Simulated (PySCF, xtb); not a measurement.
C3H7NSi, SMILES NC=C=C[SiH3]. One conformer was computed; it need not be the lowest.

Harmonic wavenumbers (cm⁻¹) from xtb 6.7.1 with GFN2-xTB at its own minimum, in rising order: 61, 94, 169, 231, 315, 372, 512, 532, 568, 686, 719, 769, 783, 797, 804, 858, 1004, 1111, 1184, 1229, 1415, 1522, 2055, 2220, 2235, 2286, 2969, 3027, 3406, 3456.

What does PBE0-D3(BJ)/def2-SVP (PySCF) give at its own minimum? (Estimate from the structure and the level; the computed values follow.)

82, 96, 183, 257, 331, 401, 568, 612, 639, 677, 763, 783, 898, 920, 938, 952, 998, 1152, 1213, 1277, 1480, 1628, 2078, 2212, 2216, 2246, 3105, 3170, 3582, 3689. Paired by order, the mean absolute difference is 64 cm⁻¹ and the zero-point energies are 53.5 and 56.0 kcal/mol.
